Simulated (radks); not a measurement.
Values are calculated unless marked as measured or tabulated.
Problem. These are the eigenvalues of the occupied orbitals of an atom or ion with whole-number occupations (hartree). Code: a radial shooting solver on a logarithmic mesh with Libxc functionals. Model: scalar-relativistic Kohn-Sham, LDA (Slater exchange, Perdew-Wang correlation), spin-unpolarised, spherical densities, point nucleus.

1s: -2037.765
2s: -340.8886
2p: -302.1148
3s: -76.11531
3p: -64.26803
3d: -49.20846
4s: -15.01300
4p: -11.11221
4d: -5.84352
5s: -1.85710
5p: -0.95568
6s: -0.14483
4f: -0.12356

Which element is it, and in what charge state? The configuration may be excited.

Solution. Z = 67, holmium, charge 0: Ho in [Xe] 4f11 6s2. The list shows which subshells hold electrons but not how many an open one holds; the 1s level, -2037.8 hartree, gives Z - s = 63.8 by -(Z - s)^2/2, which with screening and relativity narrows Z to a few neighbours, and the depths of the outer levels then fix element, charge and occupations together.
